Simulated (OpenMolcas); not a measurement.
What dynamic correlation does to the levels of Ne3+

```json
{
 "Program": "OpenMolcas",
 "Basis": "ANO-RCC-VTZP [4s3p2d1f]",
 "Scalar Hamiltonian": "DKH2, point nucleus",
 "Active space": "5 electrons in 8 orbitals (2s 2p 3s 3p)",
 "State averaging": "2S+1 = 4 odd, 1 root; 2S+1 = 2 odd, 8 roots; 2S+1 = 4 even, 3 roots; 2S+1 = 2 even, 6 roots",
 "Spin-orbit coupling": "state interaction with AMFI integrals over the reference wave functions, term energies averaged over their components"
}
```

Methods on the same reference wave functions:
A. CASSCF
B. SS-CASPT2, IPEA 0.25 Eh, imaginary shift 0.1 Eh (closed shells correlated: 1s)
C. XMS-CASPT2, IPEA 0.25 Eh, imaginary shift 0.1 Eh (closed shells correlated: 1s)

Energies in cm⁻¹ above 2s² 2p³ ⁴S°_3/2, the measured ground level; measured values from Moore, Atomic Energy Levels, vol. I, NSRDS-NBS 35 (1971 reprint of NBS Circular 467, 1949).

| Level | A | B | C | Measured |
| --- | --- | --- | --- | --- |
| 2s² 2p³ ⁴S°_3/2 | 0.0 | 0.0 | 0.0 | 0.0 |
| 2s² 2p³ ²D°_3/2 | 45010 | 42380 | 42310 |  |
| 2s² 2p³ ²D°_5/2 | 45056 | 42420 | 42350 |  |
| 2s² 2p³ ²P°_1/2 | 61586 | 63400 | 63410 |  |
| 2s² 2p³ ²P°_3/2 | 61628 | 63440 | 63440 |  |
| 2s 2p⁴ ⁴P_5/2 | 183921 | 184360 | 183590 | 183860 |
| 2s 2p⁴ ⁴P_3/2 | 184459 | 184900 | 184120 | 184477 |
| 2s 2p⁴ ⁴P_1/2 | 184776 | 185220 | 184440 | 184799 |
| 2s 2p⁴ ²D_3/2 | 264701 | 256200 | 255680 |  |
| 2s 2p⁴ ²D_5/2 | 264715 | 256210 | 255700 |  |

Deviations, from unrounded energies. A percentage is the sum of absolute deviations over the sum of measured energies, with the sign that they share, or ± where signs differ.

| Against measurement | Levels | A | B | C |
| --- | --- | --- | --- | --- |
| mean absolute deviation (cm-1) | 3 | 34 | 450 | 330 |
| other configurations (%) | 3 | ±0.0 | +0.2 | -0.2 |

A lies closest to measurement on these levels and B furthest from it. The largest miss of A in the table is 2s 2p⁴ ⁴P_5/2, by +61 cm-1. The ranking rests on the paired levels alone, and a cruder setting can come out closer through cancelling errors.

Between B and C the level of the table that moves most is 2s 2p⁴ ⁴P_3/2, by 780 cm-1 (lowest in C, highest in B). Moves below CASPT2's spread within the term are not significant.

The mean deviations of B to C differ by less than CASPT2's widest spread within a term (460 cm-1), so their order carries little weight.

From A to B the spin-free energies of the other terms of 2s² 2p³ shown, above ⁴S°, scale by factors of 0.94 to 1.03.

The lowest spin-free term lies below A's lowest term by 0.090 hartree in B, 0.090 hartree in C.

CASPT2 breaks the degeneracy within a term, and the mean is taken; among the terms shown or strongly mixed into the levels shown the widest spread is 460 cm-1 (2s 2p⁴ ²D, C). Active for correlation alone: 3p 3s; no level in the range computed is led by a configuration that fills them, so any true level of that kind is missing. Computed and measured levels are paired by configuration, term and J; levels that our copy of the source lacks, or whose pairing is in doubt (as where it misses far off the trend of its configuration), stay unpaired and out of the deviations. Only configurations of the active space appear. The table leaves out levels that lie high or whose names do not pair safely across all columns.

° marks odd parity.
